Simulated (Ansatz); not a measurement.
System: C$_{5}$H$_{10}$N, charge 0, multiplicity 2. It need not be the lowest isomer of its formula. 
Structure (B3LYP-D3(BJ)/def2-TZVP (Ansatz, a first-principles code) minimum search):
```
C
N 1 1.3972
H 2 1.0105 1 114.54
H 2 1.0108 3 110.49 1 131.05
C 1 1.4938 2 120.88 3 171.37
H 5 1.0956 1 113.53 2 -65.27
H 5 1.1044 6 106.33 1 -122.79
C 1 1.4997 2 120.69 3 -40.36
H 8 1.0981 1 112.17 2 -30.07
H 8 1.0989 9 106.10 1 -122.72
C 5 1.5361 6 112.79 7 -120.96
H 11 1.0907 5 113.06 6 80.24
H 11 1.0930 12 107.65 5 121.23
C 11 1.5375 12 112.76 13 121.58
H 14 1.0907 11 112.91 12 -77.97
H 14 1.0929 15 107.32 11 -120.47
```
Charge 0, spin multiplicity 2.

Parts of the frozen-core correlation energy in STO-3G (Ansatz, hartree). Frozen orbitals: 6; correlated occupied orbitals by spin: 18 and 17; virtual: 16 and 17. Open shells are spin-unrestricted. No spin-orbit coupling. No relativistic terms.

```json
[
 {"term": "reference (HF)", "value": "-246.57525"},
 {"term": "MP2 opposite-spin", "value": "(withheld)"},
 {"term": "MP2 same-spin", "value": "(withheld)"},
 {"term": "CCSD correlation", "value": "(withheld)"},
 {"term": "(T)", "value": "-0.00319"},
 {"term": "T1 diagnostic", "value": "0.009"},
 {"term": "largest doubles amplitude", "value": "0.023"},
 {"term": "<S^2> of the reference", "value": "0.761"}
]
```

Q: Complete the blanks.

A: 
- MP2 opposite-spin, value: -0.24591
- MP2 same-spin, value: -0.03539
- CCSD correlation, value: -0.37051
